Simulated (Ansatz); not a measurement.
Sn(F)(NH2)3 (FH₆N₃Sn), SMILES [NH2][Sn]([NH2])([NH2])[F].

The structure is a stationary point at B3LYP-D3(BJ)/def2-SVP. The structure was generated by enumeration; whether it is a known compound was not checked. The def2 effective core potentials stand for the cores of Sn; spin–orbit coupling is left out. One conformer was computed; it need not be the lowest.

Two levels are set side by side: PBE/def2-SVPD (Ansatz, a program for electronic structure) and PBE0/def2-SVPD (Ansatz). Energy differences of separate SCF runs at the same geometry; the states with an electron removed or added have multiplicity 2 and 2. Differences are taken from unrounded values.

| quantity | PBE |
|---|---|
| vertical ionisation energy (eV) | 9.24 |
| vertical singlet–triplet gap (eV) | 4.34 |

These are the PBE values. What does PBE0 give? (Estimate from the structure and the level; the computed values follow.)


| quantity | PBE0 | PBE minus PBE0 |
|---|---|---|
| vertical ionisation energy (eV) | 9.82 | -0.58 |
| vertical singlet–triplet gap (eV) | 5.09 | -0.75 |
